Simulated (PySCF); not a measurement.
# Where the electron goes

Species: trichloro(naphthyl)silane, C₁₀H₇Cl₃Si.
Structure used (PBE0-D3(BJ)/def2-SVP), in Å, numbered top down from 1:
```
atom  x, y, z in Å
Cl1    4.083    0.877   -0.058
Si2    2.358    1.951    0.238
Cl3    2.572    2.988    1.998
Cl4    2.240    3.340   -1.270
C5     0.890    0.818    0.274
C6     1.110   -0.542    0.136
C7     0.043   -1.466    0.157
C8    -1.246   -1.021    0.312
C9    -1.527    0.362    0.456
C10   -2.857    0.826    0.615
C11   -3.125    2.167    0.757
C12   -2.065    3.100    0.745
C13   -0.764    2.680    0.592
C14   -0.450    1.304    0.440
H15    2.128   -0.917    0.009
H16    0.253   -2.533    0.048
H17   -2.079   -1.728    0.328
H18   -3.669    0.094    0.624
H19   -4.154    2.513    0.878
H20   -2.280    4.165    0.859
H21    0.034    3.425    0.587
```

Theory: TDDFT B3LYP/def2-SVPD, vertical, gas phase, core orbitals frozen in the response (PySCF 2.14.0, density-fitted response routines).

Frontier orbitals with the atoms that hold most of them (Löwdin shares over 4%, at most four atoms; ? is withheld):

```json
{"orbital": "HOMO-3", "ε (eV)": "-8.85", "atoms": "Cl4 25%, Cl3 19%, C5 11%, Si2 7%"}
{"orbital": "HOMO-2", "ε (eV)": "-8.38", "atoms": "C5 12%, C8 12%, C9 11%, C14 11%"}
{"orbital": "HOMO-1", "ε (eV)": "-7.34", "atoms": "?"}
{"orbital": "HOMO", "ε (eV)": "?", "atoms": "C13 15%, C10 15%, C5 13%, C8 11%"}
{"orbital": "LUMO", "ε (eV)": "-2.08", "atoms": "?"}
{"orbital": "LUMO+1", "ε (eV)": "-1.07", "atoms": "C14 15%, C11 13%, C9 12%, C6 12%"}
{"orbital": "LUMO+2", "ε (eV)": "-0.51", "atoms": "C13 14%, C10 14%, C9 10%, C14 9%"}
```

Problem. Which atoms hold the LUMO, and with what shares?

Solution. C8 (bonded to 2 C and H) 15%; C5 (bonded to 2 C and Si) 14%; C6 (bonded to 2 C and H) 12%; C7 (bonded to 2 C and H) 9%.

Problem. Which atoms hold the HOMO-1, and with what shares?

Solution. C14 (bonded to 3 C) 14%; C9 (bonded to 3 C) 14%; C11 (bonded to 2 C and H) 14%; C12 (bonded to 2 C and H) 13%.

Problem. What is the HOMO energy, and the HOMO–LUMO gap?

Solution. ε(HOMO) = -6.65 eV; the gap is 4.58 eV (0.1682 hartree).

Problem. How does S1 compare with the orbital gap of 4.58 eV?

Solution. S1 is at 4.14 eV (f = 0.108), 0.43 eV below the gap, made of HOMO→LUMO (94%). 

Next come S2 at 4.38 eV (f 0.0060), HOMO-1→LUMO (59%), HOMO→LUMO+1 (40%); S3 at 5.39 eV (f 0.0055), HOMO→LUMO+2 (66%), HOMO-2→LUMO (27%); S4 at 5.58 eV (f 0.0086), HOMO→LUMO+3 (97%); S5 at 5.59 eV (f 0.545), HOMO→LUMO+1 (43%), HOMO-1→LUMO (29%), HOMO-1→LUMO+2 (11%).

Hardware: Arm Neoverse V1, one thread, shared host with 32 logical CPUs at a one-minute load of 9.4. Cost: 3.3 min of wall time, 1.9 GiB resident at most.
